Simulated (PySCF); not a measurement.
Isomers of C9H8O2, from PySCF 2.14.0, PBE0-D3(BJ)/def2-SVP geometry optimisation, gas phase. One conformer each, no zero-point energy, no frequencies.

Question: Which is lowest in electronic energy at this level?
A. `[CH2:1]=[CH:2][c:3]1[cH:4][cH:5][c:6]([C:7](=[O:8])[OH:9])[cH:10][cH:11]1` with C1–C2–C3–C4 -2°, C5–C6–C7–O8 0°, C6–C7–O9–H 180° (4-vinylbenzoic acid): A = 3576, B = 575.2, C = 495.5 MHz, dipole 1.94 D
B. `[CH2:1]=[CH:2][O:3][C:4](=[O:5])[c:6]1[cH:7][cH:8][cH:9][cH:10][cH:11]1` with C1–C2–O3–C4 180°, C2–O3–C4–O5 0°, O3–C4–C6–C7 1°: A = 2940, B = 632.8, C = 520.7 MHz, dipole 2.04 D
C. `[CH2:1]=[CH:2][CH2:3][C:4]1=[CH:5][C:6](=[O:7])[CH:8]=[CH:9][C:10]1=[O:11]` with C1–C2–C3–C4 116°, C2–C3–C4–C5 -20°: A = 1589, B = 857.9, C = 568.5 MHz, dipole 0.65 D
D. `[CH3:1][c:2]1[cH:3][cH:4][cH:5][c:6]([CH:7]=[O:8])[c:9]1[CH:10]=[O:11]` with C5–C6–C7–O8 179°, C6–C9–C10–O11 -179°: A = 1420, B = 1178, C = 646.3 MHz, dipole 4.70 D

Answer: A. That is `c1c(ccc(C=C)c1)C(=O)O` (4-vinylbenzoic acid), 11.6 kcal/mol below the next.

| SMILES | mapped SMILES | E (Eh) | relative (kcal/mol) | relative (kJ/mol) | dipole (D) |
| --- | --- | --- | --- | --- | --- |
| C=Cc1ccc(C(=O)O)cc1 | [CH2:1]=[CH:2][c:3]1[cH:4][cH:5][c:6]([C:7](=[O:8])[OH:9])[cH:10][cH:11]1 | -497.31636 | 0.0 | 0.0 | 1.94 |
| C=COC(=O)c1ccccc1 | [CH2:1]=[CH:2][O:3][C:4](=[O:5])[c:6]1[cH:7][cH:8][cH:9][cH:10][cH:11]1 | -497.29788 | 11.6 | 48.5 | 2.04 |
| Cc1cccc(C=O)c1C=O | [CH3:1][c:2]1[cH:3][cH:4][cH:5][c:6]([CH:7]=[O:8])[c:9]1[CH:10]=[O:11] | -497.29231 | 15.1 | 63.1 | 4.70 |
| C=CCC1=CC(=O)C=CC1=O | [CH2:1]=[CH:2][CH2:3][C:4]1=[CH:5][C:6](=[O:7])[CH:8]=[CH:9][C:10]1=[O:11] | -497.24726 | 43.4 | 181.4 | 0.65 |

As drawn, the lowest has an aromatic ring, an O–H bond and a C(=O)–O unit, which the highest lacks.
